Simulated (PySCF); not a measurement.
PW91 on Sb- (antimony, charge -1), [Kr] 4d10 5s2 5p4, high-spin 3P determinant. All numbers are calculated (PySCF 2.14, scalar relativity through the core potential, in aug-cc-pwCVTZ-PP with ECP28MDF (8s7p6d4f1g, 96 functions)).

```
cycle= 1 E= -240.33990721733  delta_E= -0.0133  |g|= 0.0314  |ddm|= 0.391
cycle= 2 E= -240.339936198356  delta_E= -2.9e-05  |g|= 0.0206  |ddm|= 0.148
cycle= 3 E= -240.34035508425  delta_E= -0.000419  |g|= 0.015  |ddm|= 0.0933
cycle= 4 E= -240.340489919573  delta_E= -0.000135  |g|= 0.00105  |ddm|= 0.0282
cycle= 5 E= -240.340491060709  delta_E= -1.14e-06  |g|= 0.000259  |ddm|= 0.00492
cycle= 6 E= -240.340491161634  delta_E= -1.01e-07  |g|= 2.14e-05  |ddm|= 0.00179
cycle= 7 E= -240.340491162726  delta_E= -1.09e-09  |g|= 4.5e-06  |ddm|= 0.000195
cycle= 8 E= -240.340491162754  delta_E= -2.76e-11  |g|= 2.74e-07  |ddm|= 2.13e-05
converged SCF energy = -240.340491162754  <S^2> = 2.0061168  2S+1 = 3.0040751
```

Highest occupied orbital energy: 1.421 eV; ⟨L²⟩ = 2.03; populations by l: s 4.00, p 10.00, d 10.00, f 0.00.

Task: Can this result be used?

Result: With care. Self-consistency was reached. Energies and moments cover only the electrons outside the core potential. At PW91 the highest occupied level has a positive energy, so only the finite basis holds that electron; in a semilocal or global hybrid functional this comes from self-interaction and does not mean that the real anion is unbound.
